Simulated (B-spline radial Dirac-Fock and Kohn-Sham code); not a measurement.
Two-hole binding energies of Pr⁵⁺

System: praseodymium as Pr⁵⁺, configuration 1s2 2s2 2p6 3s2 3p6 3d10 4s2 4p6 4d10 5s2 5p6, inside a Watson sphere of charge -5 and radius 2.7 Å (a model of the Madelung potential; inside it an electron's potential energy is raised by 26.7 eV).

The computed values come from a radial atomic solver: ΔSCF Dirac-Fock with Breit, self-energy and vacuum polarisation, finite nucleus, configuration average. U is the two-hole binding energy less the two single-hole energies, the effective repulsion of the holes after relaxation. Each two-hole energy is an average over J within one jj subconfiguration.

```csv
holes,E(a) (eV),E(b) (eV),E(ab) (eV),U (eV)
1s⁻¹ 3p1/2⁻¹,42043.1,1401.4,43538.3,93.8
1s⁻¹ 3p3/2⁻¹,42043.1,1305.3,43434.9,86.5
1s⁻¹ 3d5/2⁻¹,42043.1,992.2,43115.7,80.4
2s⁻²,6898.6,6898.6,13968.2,171.0
2s⁻¹ 2p1/2⁻¹,6898.6,6498.4,13558.4,161.4
2p1/2⁻²,6498.4,6498.4,13209.8,213.1
2p1/2⁻¹ 3p3/2⁻¹,6498.4,1305.3,7881.1,77.4
2p3/2⁻¹ 3s⁻¹,6022.2,1571.1,?,?
2p3/2⁻¹ 3d5/2⁻¹,6022.2,992.2,7094.1,79.7
3p1/2⁻¹ 3p3/2⁻¹,1401.4,1305.3,2764.4,57.7
3p3/2⁻²,1305.3,1305.3,2668.5,58.0
4d3/2⁻¹ 4d5/2⁻¹,171.8,168.1,366.2,26.3
5p1/2⁻¹ 5p3/2⁻¹,58.81,54.85,127.8,14.2
5p3/2⁻²,54.85,54.85,123.9,14.2
```

Q: Give the missing two-hole energy and U.

A: E(ab) = 7668.2 eV and U = 74.8 eV.
